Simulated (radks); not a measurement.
Question: Ionisation of neutral caesium, [Xe] 6s1, to [Xe] as the strength of local exchange is varied. All-electron calculation, non-relativistic Kohn-Sham, Slater X-alpha exchange (alpha = 2/3 is LDA exchange), no correlation, spin-unpolarised, spherical densities, point nucleus; relativity is left out, which matters for an element this heavy. Program: a radial shooting solver on a logarithmic mesh with Libxc functionals.

| alpha | E(Cs) (hartree) | exchange (hartree) | IE (eV) | -e of the level emptied (eV) | <r> of it (bohr) |
|---|---|---|---|---|---|
| 0.667 | -7545.3603 | -175.3655 | 3.196 | 1.522 (6s) | 6.087 |
| 0.874 | -7599.9678 | -231.3397 | 3.836 | 2.118 (6s) | 5.561 |
| 0.95 | -7620.1090 | -252.0742 | 4.085 | 2.357 (6s) | 5.395 |
| 1.002 | -7633.9183 | -266.3177 | 4.260 | 2.527 (6s) | 5.289 |
| 1.038 | -7643.4922 | -276.2056 | 4.384 | 2.648 (6s) | 5.218 |
| ? | -7638.4379 | -270.9843 | 4.318 | 2.584 (6s) | 5.255 |

Which alpha was used in the last row?

Answer: alpha = 1.019. NIST Atomic Spectra Database: 3.894 eV (measured). The Delta-SCF value meets it near alpha = 0.89. Relativity is left out here, which matters for elements this heavy. Spin polarisation and multiplet splitting are left out, so open shells lie too high by an amount that depends on their filling.

Beside tabulated values, note that spin-unpolarised runs miss the spin-polarisation part of the exchange energy of open shells.
